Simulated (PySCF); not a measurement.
# A small calculation by hand: chemical shift, span and skew from a shielding tensor

CH4Cl2GaN, SMILES [NH]([Ga]([Cl])[Cl])C. Atoms are numbered in the order given.

```xyz
9

Ga     0.0741     0.1188     0.0000
Cl     0.6772     2.1791     0.0000
Cl    -2.0165    -0.3826     0.0000
N      1.2990    -1.2023     0.0000
C      1.0385    -2.6308     0.0000
H      2.2817    -0.9471     0.0000
H      1.4559    -3.1318    -0.8928
H      1.4559    -3.1318     0.8928
H     -0.0466    -2.8133     0.0000
```
Charge 0, spin multiplicity 1.

Coordinates come from a B3LYP-D3(BJ)/def2-SVP optimisation. The structure was generated by enumeration; whether it is a known compound was not checked. The values are those of a single conformer.

GIAO shieldings from PySCF with PBE/pcSseg-1, non-relativistic, no solvent. The symmetric part of the tensor of C5 has the principal values 115.9, 135.7, 180.6 ppm. The same nucleus in TMS has σ = 182.0 ppm at this level (PySCF, at its B3LYP-D3(BJ)/def2-TZVP geometry). Without spin–orbit terms, shifts of atoms bonded to Cl or Br come out too high.

Work out the isotropic shielding, the ¹³C shift against TMS, the span and the skew.


σ(iso) = (σ11 + σ22 + σ33)/3 = 144.1 ppm. δ = σ(ref) − σ(iso) = 182.0 − (144.1) = 37.9 ppm.
Span Ω = σ33 − σ11 = 64.7 ppm. Skew κ = 3(σ(iso) − σ22)/Ω = 0.39. Tumbling in solution averages the tensor to δ; in a static solid the shielding alone would spread this spin-1/2 line over Ω.
